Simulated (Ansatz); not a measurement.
Isolated molecules relaxed with PBE0-D4/def2-TZVP in Ansatz; ΔE leaves out vibrations. CCSD(T)/CBS adds triple-zeta CCSD(T) − MP2 to the extrapolated MP2 energy (def2 sets, frozen cores). DFT in def2-TZVPP. For Ge, Se outer-core shells are correlated without core-valence functions, which leaves a few kJ/mol of doubt a bond. Scalar relativity is left out up to krypton. Each species was taken in one conformer, which may not be the lowest.

Consider the redistribution: `[CH3][GeH]([NH2])[NH2]` + `N=C(N)[SeH]` → `[CH3][Ge]([NH2])([NH2])[NH2]` + `N=C[SeH]`.

```
         level  ΔE (kJ/mol)
       PBE0-D4        -14.1
       ωB97X-V        -21.5
MP2/def2-TZVPP        -29.3
 MP2/CBS(def2)        -27.8
```

Task: What does CCSD(T)/CBS give? (An estimate is asked.)

Result: The calculation gave: -30.4 kJ/mol. The listed levels differ from it by 16.3, 8.9, 1.1, 2.6 kJ/mol.

Largest T1 diagnostic among the species: 0.012.

From PBE to PBE0 (25 % exact exchange), in def2-TZVPP and without D4, ΔE moves by −4.3 kJ/mol.
